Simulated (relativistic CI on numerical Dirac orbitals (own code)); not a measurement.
## Radial parameters of Co17+

Method of calculation: Dirac-Coulomb-Breit CI, KLI orbitals optimised for each configuration, a model potential for QED, unscaled Slater integrals (own radial code, finite nucleus).

Slater integrals F^k, G^k are unscaled and averaged over j, outside the closed core 1s2; ζ comes from projecting the Hamiltonian with its Breit term on Σ l·s of the shell.

- 2s2.2p5.3s: ζ(2p) = 80577, G^1(2p,3s) = 41924 cm⁻¹; <r>(2p) = 0.2165, <r^2>(2p) = 0.05709, <r>(3s) = 0.6213, <r^2>(3s) = 0.4382 (bohr units).
- 2s2.2p5.3p: ζ(2p) = 80522, F^2(2p,3p) = 106410, G^0(2p,3p) = 42588, G^2(2p,3p) = 46327, ζ(3p) = 18315 cm⁻¹; <r>(2p) = 0.2167, <r^2>(2p) = 0.05722, <r>(3p) = 0.6084, <r^2>(3p) = 0.4258 (bohr units).
- 2s2.2p5.3d: ζ(2p) = 80676, F^2(2p,3d) = 134490, G^1(2p,3d) = 122260, G^3(2p,3d) = 70407, ζ(3d) = 1804.1 cm⁻¹; <r>(2p) = 0.2167, <r^2>(2p) = 0.05724, <r>(3d) = 0.5465, <r^2>(3d) = 0.3447 (bohr units).

Averages of the first 10 configurations, taken without configuration mixing, which lowers the lowest level and can move excited configurations by several eV; other configurations of the list can lie among them:

```
Configuration  Parity  States  Average energy above the lowest level (eV)
      2s2.2p6    even       1                                         0.0
   2s2.2p5.3s     odd      12                                       806.3
   2s2.2p5.3p    even      36                                       843.9
   2s2.2p5.3d     odd      60                                       891.6
    2s.2p6.3s    even       4                                       945.9
    2s.2p6.3p     odd      12                                       982.2
    2s.2p6.3d    even      20                                      1029.6
   2s2.2p5.4s     odd      12                                      1084.1
   2s2.2p5.4p    even      36                                      1099.2
   2s2.2p5.4d     odd      60                                      1116.9
```
